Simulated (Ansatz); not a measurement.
Calculated with Ansatz (gas phase, PBE0-D4/def2-TZVP geometries, no zero-point term in ΔE). CCSD(T)/CBS is the MP2 limit (def2-TZVPP, def2-QZVPP) plus CCSD(T) − MP2 in def2-TZVPP, frozen cores. DFT in def2-TZVPP. Elements past krypton have def2 core potentials. For In outer-core shells are correlated without core-valence functions, which leaves a few kJ/mol of doubt a bond. One conformer a species, not always the lowest.

Consider the ligand exchange at the Si–O bond: `[OH][In]([Cl])[O][SiH3]` + `NC(O)(F)F` → `OC(F)(F)N[SiH3]` + `[OH][In]([OH])[Cl]`.

```tsv
level	ΔE (kcal/mol)
PBE0-D4	11.0
ωB97X-V	11.6
HF/def2-TZVPP	16.0
CCSD/def2-TZVPP	13.2
MP2/def2-QZVPP	12.4
HF/CBS(def2)	16.3
MP2/CBS(def2)	12.3
CCSD/CBS(def2)	13.0
```

**Question.** What does CCSD(T)/CBS give? (Best estimate.)

**Answer.** Ansatz gave: +12.6 kcal/mol. The listed levels differ from it by -1.6, -1.0, 3.4, 0.6, -0.2, 3.7, -0.3, 0.4 kcal/mol.

Largest T1 diagnostic among the species: 0.016.

From PBE to PBE0 (25 % exact exchange), in def2-TZVPP and without D4, ΔE moves by +1.4 kcal/mol. In def2-TZVPP, CCSD(T) changes the Hartree–Fock value by −3.3 kcal/mol (the triples alone add −0.4 kcal/mol) and MP2 by −3.6 kcal/mol.
